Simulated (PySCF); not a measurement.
Isomers of C4H11NOSi2, from PBE0-D3(BJ)/def2-SVP geometry optimisation, gas phase in PySCF 2.14.0. One conformer each, no zero-point energy, no frequencies.

Problem. Which is lowest in electronic energy at this level?
A. `[CH3:1][C:2](=[O:3])[NH:4][SiH:5]1[CH2:6][SiH2:7][CH2:8]1` with C1–C2–N4–Si5 180°, C2–N4–Si5–C6 168°, N4–Si5–C6–Si7 -95°, Si5–C6–Si7–C8 -17°, C6–Si7–C8–Si5 17°, N4–Si5–C8–Si7 90°: A = 2998, B = 801.9, C = 781.2 MHz, dipole 3.06 D
B. `[CH3:1][C:2](=[O:3])[NH:4][CH:5]1[SiH2:6][CH2:7][SiH2:8]1` with C1–C2–N4–C5 -179°, C2–N4–C5–Si6 19°, N4–C5–Si6–C7 155°, C5–Si6–C7–Si8 -24°, Si6–C7–Si8–C5 25°, N4–C5–Si8–C7 -147°: A = 2989, B = 931.8, C = 753.3 MHz, dipole 3.44 D
C. `[CH3:1][C:2](=[O:3])[Si@@H:4]1[CH2:5][CH2:6][SiH2:7][NH:8]1` with C1–C2–Si4–C5 95°, C2–Si4–C5–C6 -147°, Si4–C5–C6–Si7 35°, C5–C6–Si7–N8 -29°, C6–Si7–N8–Si4 10°: A = 2730, B = 884.3, C = 773.4 MHz, dipole 2.47 D

Solution. A. That is `CC(=O)N[SiH]1C[SiH2]C1`, 5.2 kcal/mol below the next.

| SMILES | mapped SMILES | E (Eh) | relative (kcal/mol) | relative (kJ/mol) | dipole (D) |
| --- | --- | --- | --- | --- | --- |
| CC(=O)N[SiH]1C[SiH2]C1 | [CH3:1][C:2](=[O:3])[NH:4][SiH:5]1[CH2:6][SiH2:7][CH2:8]1 | -867.11322 | 0.0 | 0.0 | 3.06 |
| CC(=O)[Si@@H]1CC[SiH2]N1 | [CH3:1][C:2](=[O:3])[Si@@H:4]1[CH2:5][CH2:6][SiH2:7][NH:8]1 | -867.10500 | 5.2 | 21.6 | 2.47 |
| CC(=O)NC1[SiH2]C[SiH2]1 | [CH3:1][C:2](=[O:3])[NH:4][CH:5]1[SiH2:6][CH2:7][SiH2:8]1 | -867.07496 | 24.0 | 100.5 | 3.44 |
